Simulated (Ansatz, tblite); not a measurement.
Isomers of Zr₄O₈⁻ (doublet), found by a short tight-binding search and relaxed with PBE-D4/def2-SVP in Ansatz.

In the def2 sets Zr takes a core potential; there is no spin–orbit coupling. The xTB rows come from tblite. B3LYP takes the VWN-RPA correlation.

Run but left out: HF/def2-SVPD, MP2/def2-SVPD (A: ⟨S²⟩ 1.38, where a pure state has 0.75).

A: At r2SCAN-D4/def2-SVP, PBE0-D4/def2-SVP the charge -1 doublet is spin-contaminated (final ⟨S²⟩ up to 0.93, 0.75 for a pure state). It holds 1 O–O bond. B: At PBE-D4/def2-SVP, r2SCAN-D4/def2-SVP the gap within one spin of the charge -1 doublet nearly closes, so an electron or hole may be smeared out by delocalisation error. C: At PBE-D4/def2-SVP the gap within one spin of the charge -1 doublet nearly closes, so an electron or hole may be smeared out by delocalisation error. D: It holds 1 O–O bond.

Other spin states weren't relaxed.

A:

```xyz
12

Zr   -1.261    0.501    1.508
Zr    1.791   -1.223    0.547
Zr   -3.177    0.858   -1.182
Zr    0.092    1.027   -1.746
O    -1.448    1.718    2.806
O     0.721    2.562   -2.417
O     2.720   -2.971    0.649
O    -3.013   -0.008    0.484
O     0.302   -0.773    1.741
O     1.510   -0.302   -1.162
O     3.571   -1.848    1.186
O    -1.808    0.459   -2.413
```

B:

```xyz
12

Zr    0.543   -0.888    1.349
Zr    2.307    1.103   -0.294
Zr   -0.748    1.200   -0.950
Zr   -1.970   -1.616   -0.361
O     1.188    1.237   -1.830
O    -1.517   -0.103    0.758
O     0.720    1.319    0.793
O    -1.693    2.694   -1.252
O     2.388   -0.703    0.305
O     0.748   -1.252    3.093
O    -1.583   -0.525   -1.873
O    -0.383   -2.465    0.262
```

C:

Cartesian coordinates in Å:
```
Zr -1.024 1.826 3.268
Zr -0.784 -1.602 -2.239
Zr -0.234 0.326 0.781
Zr 2.469 -1.023 -1.210
O -0.666 -0.052 2.698
O 4.098 -0.489 -1.736
O -1.331 -0.537 -0.615
O -2.747 2.078 3.678
O -1.901 -1.541 -3.639
O 1.123 -1.200 -2.670
O -0.654 2.206 1.352
O 1.651 0.008 0.329
```

D:

```xyz
12

Zr   -1.974    2.043    1.118
Zr   -0.585   -0.997    1.573
Zr    0.275    0.869   -1.143
Zr    1.726   -1.866   -1.057
O     2.068    0.163   -0.864
O    -0.452   -0.678   -2.189
O     0.280   -1.903   -2.526
O     0.539   -0.445    2.829
O    -1.923    3.299    2.392
O     3.095   -2.996   -1.304
O    -2.202    0.125    1.704
O    -0.847    2.389   -0.533
```

Question: Estimate which lies lowest at each level, and how far above it the others are (kJ/mol).

Answer: 
| level | A | B | C | D |
| --- | --- | --- | --- | --- |
| GFN1-xTB | 285.9 | 95.9 | 0.0 | 377.1 |
| GFN2-xTB | 345.6 | 0.0 | 157.3 | 442.3 |
| PBE-D4/def2-SVP | 631.7 | 0.0 | 183.8 | 765.9 |
| r2SCAN-D4/def2-SVP | 677.6 | 0.0 | 203.9 | 830.9 |
| B3LYP-D4/def2-SVP | 624.2 | 0.0 | 169.6 | 786.0 |
| PBE0-D4/def2-SVP | 633.2 | 0.0 | 180.8 | 791.8 |
Point groups (tolerance 0.1 Å): A Cs, B C2v, C not assigned, D not assigned. Lower isomers may exist.
